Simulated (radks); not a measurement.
The palladium ion Pd+ inside a hard spherical wall (all orbitals vanish at R), configuration held at [Kr] 4d9 and not refilled when levels cross. Method: scalar-relativistic Kohn-Sham, PBE, spin-unpolarised, spherical densities, finite nucleus; Fermi nuclear charge, rms radius 4.5318 fm; computed with a radial shooting solver on a logarithmic mesh with Libxc functionals. Eigenvalues in eV, with the zero of energy where the potential of the charges vanishes at infinity; a dash marks a level that is unbound or too diffuse for the functional's potential to be trusted. A positive occupied level is held by the wall or, in an anion where self-interaction has pushed it up, behind a barrier. The pressure on the wall is -dE/dV.

| R (bohr) | E (hartree) | kinetic (hartree) | e(3d) | e(4s) | e(4p) | e(4d) | e(5s, empty) | e(5p, empty) | pressure (GPa) |
|---|---|---|---|---|---|---|---|---|---|
| free | -5045.45938 | 5233.214 | -336.91 | -96.677 | -62.466 | -14.614 | -11.041 | -6.250 | 0 |
| 15 | -5045.45938 | 5233.214 | -336.91 | -96.677 | -62.466 | -14.614 | -11.041 | -6.250 | < 0.0001 |
| 12 | -5045.45938 | 5233.214 | -336.91 | -96.677 | -62.466 | -14.614 | -11.041 | -6.248 | < 0.0001 |
| 8 | -5045.45933 | 5233.215 | -336.91 | -96.672 | -62.461 | -14.610 | -11.022 | -6.101 | 0.00382 |
| 7 | -5045.45902 | 5233.219 | -336.88 | -96.650 | -62.439 | -14.590 | -10.958 | -5.845 | 0.0325 |
| 6 | -5045.45705 | 5233.237 | -336.77 | -96.547 | -62.339 | -14.498 | -10.703 | -5.162 | 0.280 |
| 5 | -5045.44470 | 5233.331 | -336.29 | -96.107 | -61.914 | -14.105 | -9.744 | -3.292 | 2.52 |
| 4 | -5045.36614 | 5233.806 | -334.34 | -94.393 | -60.271 | -12.525 | -6.130 | 2.304 | 25.6 |
| 3.5 | -5045.21772 | 5234.585 | -331.75 | -92.214 | -58.197 | -10.418 | -1.268 | 9.029 | 89.6 |
| 3 | -5044.80284 | 5236.578 | -326.46 | -88.004 | -54.178 | -6.061 | 9.201 | 22.529 | 353 |
